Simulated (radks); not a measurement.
Removal energies from the hafnium ion Hf12+, [Kr] 4d10 4f11 5s2 5p1, by Delta-SCF beside the eigenvalue of the level emptied. Calculated with a radial shooting solver on a logarithmic mesh with Libxc functionals: scalar-relativistic Kohn-Sham, LDA (Slater exchange, Perdew-Wang correlation), spin-polarised, spherical densities, finite nucleus; Fermi nuclear charge, rms radius of each element as measured or else 0.836 A^(1/3) + 0.57 fm. Open shells are filled with parallel spins first.

removed from     final configuration  Delta-SCF (eV)  -eigenvalue (eV)
5p                [Kr] 4d10 4f11 5s2          241.75            232.00
4f            [Kr] 4d10 4f10 5s2 5p1          262.10            245.67
5s            [Kr] 4d10 4f11 5s1 5p1          280.11            269.74
4d             [Kr] 4d9 4f11 5s2 5p1          456.91            439.86
